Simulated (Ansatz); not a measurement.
Basis sets compared for [SnH5]- (SnH5⁻). Total charge -1; singlet. Geometry PBE0-D4/def2-TZVPD. Ansatz on 4 threads of Arm Neoverse V2 on a shared host; times are rough, and most runs start from earlier orbitals.

```xyz
6

Sn    0.000    0.000    0.000
H     0.100    1.653    0.882
H    -0.100   -1.653   -0.882
H     0.247    0.812   -1.550
H    -1.636   -0.234    0.624
H     1.389   -0.578    0.926
```

In the def2 sets Sn takes a core potential; there is no spin–orbit coupling. At PBE-D4/def2-SVPD, PBE-D4/def2-TZVPD the highest occupied level of the charge -1 singlet lies above zero (up to 0.69 eV). By energy differences its removal costs 2.37 eV (vertical, to the charge 0 doublet, at LC-ωPBE (ω = 0.30 bohr⁻¹)/def2-TZVPD).

```tsv
level	functions	energy (Eh)	HOMO (eV)	LUMO (eV)	wall time
PBE-D4/def2-SVPD	72	-217.2094	0.69	3.32	0.4 s
PBE0-D4/def2-SVPD	72	-217.2256	-0.28	3.91	0.4 s
```

Question: Estimate the rows for PBE-D4/def2-TZVPD (with forces), PBE0-D4/def2-TZVPD.

Answer: 
```tsv
level	functions	energy (Eh)	HOMO (eV)	LUMO (eV)	wall time
PBE-D4/def2-TZVPD (with forces)	101	-217.2230	0.61	3.18	0.55 s
PBE0-D4/def2-TZVPD	101	-217.2380	-0.36	3.77	0.61 s
```
